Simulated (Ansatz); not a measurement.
`C=C[Se][GeH3]` + `O[SiH3]` → `C=C[Se][SiH2]O` + GeH₄  (formal exchange of groups at the Se–Ge bond)

Program: Ansatz. Geometries: PBE0-D4/def2-TZVP. ΔE: electronic, gas phase. CCSD(T)/CBS is the MP2 limit (def2-TZVPP, def2-QZVPP) plus CCSD(T) − MP2 in def2-TZVPP, frozen cores. Functionals use def2-TZVPP. B3LYP here is the variant with VWN-RPA as its local correlation; programs differ in this. For Ge, Se outer-core shells are correlated without core-valence functions, which leaves a few kJ/mol of doubt a bond. Scalar relativity is left out up to krypton. One conformer a species, not always the lowest.

```json
{"level": "r2SCAN-D4", "ΔE (kJ/mol)": "-21.6", "difference from CCSD(T)/CBS": "-3.7"}
{"level": "PBE0-D4", "ΔE (kJ/mol)": "-20.4", "difference from CCSD(T)/CBS": "-2.5"}
{"level": "B3LYP-D4", "ΔE (kJ/mol)": "-17.2", "difference from CCSD(T)/CBS": "0.7"}
{"level": "ωB97M-V", "ΔE (kJ/mol)": "-19.5", "difference from CCSD(T)/CBS": "-1.6"}
{"level": "B2PLYP", "ΔE (kJ/mol)": "-13.8", "difference from CCSD(T)/CBS": "4.1"}
{"level": "PBE", "ΔE (kJ/mol)": "-19.0", "difference from CCSD(T)/CBS": "-1.1"}
{"level": "r2SCAN", "ΔE (kJ/mol)": "-20.7", "difference from CCSD(T)/CBS": "-2.8"}
{"level": "PBE0", "ΔE (kJ/mol)": "-17.4", "difference from CCSD(T)/CBS": "0.5"}
{"level": "HF/def2-TZVPP", "ΔE (kJ/mol)": "-3.7", "difference from CCSD(T)/CBS": "14.2"}
{"level": "MP2/def2-TZVPP", "ΔE (kJ/mol)": "-15.8", "difference from CCSD(T)/CBS": "2.1"}
{"level": "SCS-MP2/def2-TZVPP", "ΔE (kJ/mol)": "-12.1", "difference from CCSD(T)/CBS": "5.8"}
{"level": "CCSD(T)/def2-TZVPP", "ΔE (kJ/mol)": "-16.2", "difference from CCSD(T)/CBS": "1.7"}
{"level": "MP2/def2-QZVPP", "ΔE (kJ/mol)": "-16.9", "difference from CCSD(T)/CBS": "1.0"}
{"level": "SCS-MP2/def2-QZVPP", "ΔE (kJ/mol)": "-13.4", "difference from CCSD(T)/CBS": "4.5"}
{"level": "HF/CBS(def2)", "ΔE (kJ/mol)": "-4.0", "difference from CCSD(T)/CBS": "13.9"}
{"level": "MP2/CBS(def2)", "ΔE (kJ/mol)": "-17.6", "difference from CCSD(T)/CBS": "0.3"}
{"level": "CCSD(T)/CBS", "ΔE (kJ/mol)": "-17.9", "difference from CCSD(T)/CBS": "0"}
```

Largest T1 diagnostic among the species: 0.012.

The D4 term adds −5.4 kJ/mol with B3LYP and −3.0 kJ/mol with PBE0; it sums over pairs of atoms, weighted by their polarisabilities, and B3LYP, whose exchange is more repulsive, gets the larger term. In def2-TZVPP, CCSD(T) changes the Hartree–Fock value by −12.5 kJ/mol (the triples alone add −2.2 kJ/mol) and MP2 by −12.1 kJ/mol.
